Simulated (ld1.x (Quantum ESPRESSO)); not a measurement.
## u(r) = r·R(r): atom against pseudo-atom (neon (Ne))

Columns: radius, all-electron u(r) and pseudo u(r) of the 2s shell (level -78.13 eV) of neon in the configuration [He] 2s2 2p4; PBE, scalar-relativistic, TM semilocal scheme, ld1.x (Quantum ESPRESSO) 7.5.

| r (bohr) | all-electron | pseudo |
| --- | --- | --- |
| 0.082 | 0.5155 | -0.1228 |
| 0.165 | 0.2653 | -0.2625 |
| 0.248 | -0.1615 | -0.4319 |
| 0.330 | -0.5459 | -0.6319 |
| 0.413 | -0.8352 | -0.8440 |
| 0.495 | -1.0174 | -1.0150 |
| 0.578 | -1.1124 | -1.1122 |
| 0.660 | -1.1389 | -1.1389 |
| 0.742 | -1.1177 | -1.1177 |
| 0.825 | -1.0642 | -1.0642 |
| 0.908 | -0.9911 | -0.9911 |
| 0.990 | -0.9086 | -0.9086 |
| 1.072 | -0.8225 | -0.8225 |
| 1.155 | -0.7359 | -0.7359 |
| 1.238 | -0.6528 | -0.6528 |
| 1.320 | -0.5760 | -0.5760 |
| 1.402 | -0.5054 | -0.5054 |
| 1.485 | -0.4406 | -0.4406 |
| 1.568 | -0.3825 | -0.3825 |
| 1.650 | -0.3315 | -0.3315 |
| 1.733 | -0.2859 | -0.2859 |
| 1.815 | -0.2463 | -0.2463 |
| 1.898 | -0.2113 | -0.2113 |
| 1.980 | -0.1812 | -0.1812 |
| 2.062 | -0.1551 | -0.1551 |
| 2.145 | -0.1322 | -0.1322 |

(1) How many radial nodes do the two functions have?

(2) At about which radius was the pseudo-wave matched?

(3) Where does each function peak?

(4) Is the pseudo-wave norm-conserving?

## Answers

(1) The all-electron 2s function has n − l − 1 = 1; the pseudo-wave has 0, since the states of the same l below it are removed with the core.

(2) 0.65 bohr, where the columns begin to agree (steps of 0.08 bohr).

(3) Outermost all-electron maximum near 0.66 bohr, pseudo maximum near 0.66 bohr (to the table’s step).

(4) Yes: the TM semilocal scheme keeps the norm inside the radius equal to the all-electron one, which fixes the energy derivative of the logarithmic derivative at the level.
